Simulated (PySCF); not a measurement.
Species: C₄H₇F₃OSi₂.
Bonds: O1–C2 (double), C2–C3, C3–Si4, Si4–C5, C5–Si6, C2–C7, C7–F8, C7–F9, C7–F10, C3–Si6. Hydrogens: H11 on C3; H12, H13 on Si4; H14, H15 on C5; H16, H17 on Si6.

Torsions of this conformer, `[O:1]=[C:2]([CH:3]1[SiH2:4][CH2:5][SiH2:6]1)[C:7]([F:8])([F:9])[F:10]`: O1–C2–C3–Si4 63°, O1–C2–C7–F8 -120°.

The closed-shell ground state was solved at several levels (PySCF, density fitting, gas phase, non-relativistic). Geometry: PBE0-D3(BJ)/def2-SVP, one conformer, isolated molecule.

| level | basis functions | HOMO (eV) | LUMO (eV) | gap (eV) | dipole (D) |
| --- | --- | --- | --- | --- | --- |
| wB97X-D/pcSseg-1 | 219 | -10.07 | 0.38 | 10.45 | 3.21 |
| CAM-B3LYP/def2-SVPD | 276 | -9.66 | -0.40 | 9.26 | 3.41 |

Question: What might PBE0/pcSseg-1 (219 basis functions) give for the same quantities?

Answer: HOMO -8.12 eV, LUMO -1.43 eV, gap 6.69 eV, dipole 3.16 D.

Question: Over all these levels, which gives the widest orbital gap and which the narrowest?

Answer: wB97X-D/pcSseg-1 (range-separated hybrid) has the widest, 10.45 eV, and PBE0/pcSseg-1 (global hybrid, 25 % exact exchange) the narrowest, 6.69 eV. The two share the basis. From the narrowest to the widest the HOMO moves by -1.95 eV and the LUMO by +1.81 eV.

Question: How far do the dipole and the HOMO energy spread over the levels?

Answer: The dipole runs from 3.16 to 3.41 D (mean 3.26 D) and the HOMO from -10.07 to -8.12 eV.
